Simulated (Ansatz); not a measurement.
Isolated molecules relaxed with PBE0-D4/def2-TZVP in Ansatz; ΔE leaves out vibrations. CBS: MP2 limit from def2 TZ/QZ plus the TZ coupled-cluster correction, frozen cores. This one scheme is used for every species. DFT in def2-TZVPP. HSE06 is defined as in plane-wave codes. Elements past krypton have def2 core potentials. For In outer-core shells are correlated without core-valence functions, which leaves a few kJ/mol of doubt a bond. One conformer a species, not always the lowest.

Reaction (formal hydrolysis of the In–Si bond): `[CH3][In]([SiH3])[Cl]` + H₂O → `[CH3][In]([OH])[Cl]` + SiH₄

`[CH3][In]([SiH3])[Cl]`:

Z-matrix (Å, degrees):
```
C
In 1 2.141
H 1 1.091 2 110.2
H 1 1.091 2 110.0 3 -119.4
H 1 1.089 2 109.0 3 120.4
Si 2 2.565 1 137.7 3 57.7
Cl 2 2.365 1 110.5 3 -122.4
H 6 1.489 2 109.9 1 -56.4
H 6 1.484 2 111.0 1 -177.2
H 6 1.489 2 109.7 1 62.1
```

H₂O:

Cartesian coordinates in Å:
```
O -0.287 -0.239 0.111
H 0.640 -0.283 0.358
H -0.353 0.522 -0.469
```

`[CH3][In]([OH])[Cl]`:

```xyz
8

C    -1.229    0.344   -0.494
In    0.820    0.021   -0.006
O     1.619   -1.043    1.458
Cl    2.552    0.961   -1.244
H    -1.764    0.702    0.385
H    -1.291    1.080   -1.293
H    -1.673   -0.595   -0.825
H     0.965   -1.468    2.019
```

SiH₄:

Z-matrix (Å, degrees):
```
Si
H 1 1.485
H 1 1.485 2 109.5
H 1 1.485 2 109.5 3 -120.0
H 1 1.485 2 109.5 3 120.0
```

```csv
level,ΔE (kJ/mol)
HSE06-D4,19.5
BHLYP-D4,7.6
PBE,12.5
revPBE,10.6
BLYP,-3.2
HF/def2-QZVPP,-5.9
MP2/CBS(def2),3.2
CCSD/CBS(def2),5.7
```

(1) What does CCSD(T)/CBS give? (Best estimate.)

Largest T1 diagnostic among the species: 0.014.

Results:

(1) The calculation gave: +4.5 kJ/mol. The listed levels differ from it by 15.0, 3.1, 8.0, 6.1, -7.7, -10.4, -1.3, 1.2 kJ/mol.

At CCSD(T), def2-SVP lies −6.7 kJ/mol from the extrapolated value and def2-TZVPP −0.8 kJ/mol. From BLYP to BHLYP (50 % exact exchange), in def2-TZVPP and without D4, ΔE moves by +5.2 kJ/mol.
